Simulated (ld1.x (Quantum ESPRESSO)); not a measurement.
Which change was made? (Cd, PAW)

| Item | Value |
| --- | --- |
| Element | cadmium |
| Generator | ld1.x (Quantum ESPRESSO) 7.5 |
| Type | PAW |
| Functional | revPBE |
| Relativity | scalar-relativistic |
| Frozen core | [Ar] 3d10 |
| Valence charge | 20 |
| Reference configuration | 4s2 4p6 4d10 5s1.75 5p0 (charge +0.25) |
| Partial waves | 4s (bound): rcut 1.40, rcutus 1.60 bohr; 5s (bound): rcut 1.40, rcutus 1.60 bohr; 4p (bound): rcut 1.30, rcutus 1.70 bohr; 5p (bound, empty): rcut 1.30, rcutus 1.70 bohr; 4d (bound): rcut 1.20, rcutus 1.35 bohr; 4d channel at 0.65 Ry: rcut 1.20, rcutus 1.35 bohr |
| Local potential | all-electron potential smoothed inside 1.30 bohr (lloc = -2) |
| Core correction | a·sin(br)/r model core inside 0.60 bohr |
| Augmentation charge | GAUSS, radius 0.85 bohr |

Cutoffs, loose and tight: the cutoffs (Ry, on a coarse ladder) from which the occupation-weighted sum of valence levels, in a spherical-Bessel basis at the reference potential, stays within 10 and 1 mRy of its value at 400 Ry. They do not see the model core or the augmentation charge, which bear on the density cutoff. Test errors are all-electron minus pseudo excitation energies from the reference, over the configurations 4s2 4p6 4d10 5s2 5p0; 4s2 4p6 4d10 5s1 5p0; 4s2 4p6 4d10 5s0 5p0; 4s2 4p6 4d10 5s1.5 5p0; 4s2 4p6 4d8 5s0 5p0; 4s2 4p6 4d9 5s0 5p0; 4s2 4p6 4d10 5s0 5p2; variants that change the core or the reference have their own tests.

The base gives: outcome: generated; cutoff, loose: 70 Ry; cutoff, tight: 110 Ry; bound ghosts: none; largest test error (meV): -20.

After one change the result is: outcome: generated; cutoff, loose: 70 Ry; cutoff, tight: 110 Ry; bound ghosts: none; largest test error (meV): +7.9. Which change was it?
A. wave 4d channel at 0.65 Ry: rcut 1.20, rcutus 1.35 bohr becomes 4d channel at -0.78 Ry: rcut 1.20, rcutus 1.35 bohr
B. wave 4d channel at 0.65 Ry: rcut 1.20, rcutus 1.35 bohr becomes 4d channel at -0.86 Ry: rcut 1.20, rcutus 1.35 bohr
C. wave 4d channel at 0.65 Ry: rcut 1.20, rcutus 1.35 bohr becomes 4d channel at 1.7 Ry: rcut 1.20, rcutus 1.35 bohr

B. The others give: wave 4d channel at 0.65 Ry: rcut 1.20, rcutus 1.35 bohr becomes 4d channel at -0.78 Ry: rcut 1.20, rcutus 1.35 bohr → outcome: generated; cutoff, loose: 70 Ry; cutoff, tight: 110 Ry; bound ghosts: none; largest test error (meV): -12 | wave 4d channel at 0.65 Ry: rcut 1.20, rcutus 1.35 bohr becomes 4d channel at 1.7 Ry: rcut 1.20, rcutus 1.35 bohr → outcome: generated, overlap not positive; bound ghosts: not determined (overlap not positive); largest test error (meV): -20. A file whose overlap is not positive is unfit for use, and its test errors describe a broken file.
